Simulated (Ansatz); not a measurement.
A run of Ansatz (development build ahead of 0.2.0) on quartet BeNaS at this shape:

```yaml
atoms:
  - { symbol: Na, position_ang: [0.0000, 0.0000, 0.0000] }
  - { symbol: Be, position_ang: [0.0000, 5.0618, 0.0000] }
  - { symbol: S, position_ang: [0.0000, -5.2357, 0.0000] }
```

Its results:

* Converged: yes
* Total energy: -574.98573 hartree
* Spin squared of the determinant: 3.750
* Stability test: minimum among restricted orbitals

Problem. Which input gives this output? Name the method, the orbitals and the basis set, and write the input.

Solution. r²SCAN (restricted open-shell) in pcseg-2.

```yaml
crystal:
  periodic: [false, false, false]
  atoms:
    - { symbol: Na, position_ang: [0.0, 0.0, 0.0] }
    - { symbol: Be, position_ang: [0.0, 5.0618, 0.0] }
    - { symbol: S, position_ang: [0.0, -5.2357, 0.0] }
basis:
  gaussian: { orbitals: pcseg-2 }
magnetization:
  initial_magnetization: 3
hamiltonian:
  xc: r2scan
```

Caution: charge can spread falsely over distant fragments; other spin multiplicities may lie lower.
